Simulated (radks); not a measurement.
The numbers below are computed, except where a source is named.
Spherical quantum dot in the effective-mass picture: electrons in a parabolic well V = omega^2 r^2 / 2 with omega = 4.97, all in effective atomic units (hartree* = m*/eps^2 hartree, bohr* = eps/m* bohr), one dielectric constant everywhere. Level of theory: non-relativistic Kohn-Sham, r2SCAN, spin-polarised, spherical densities, generalised Kohn-Sham scheme (a radial shooting solver with Libxc functionals). Levels are named by radial order and angular momentum (1s, 1p, 1d, 2s, ...), and open shells are averaged over m.

N = 11, configuration 1s2 1p6 1d(up 3, down 0). This is the lowest configuration that the search found. Occupied and some empty levels:

level    occupation  eigenvalue (hartree*)  <r> (bohr*)
1s up             1                 20.456       0.5897
1s down           1                 20.583       0.5816
1p up             3                 24.229       0.7586
1p down           3                 24.472       0.7542
1d up             3                 28.286       0.8873
1d down           0                 28.590       0.8855
2s up             0                 28.724       0.8055
2s down           0                 28.926       0.8086
1f up             0                 32.557       0.9959
1f down           0                 32.900       0.9949
2p up             0                 33.124       0.9255
2p down           0                 33.362       0.9234

Energy (hartree*): total 204.966, kinetic 57.438, external 87.598, Hartree 71.279, exchange-correlation -11.349.
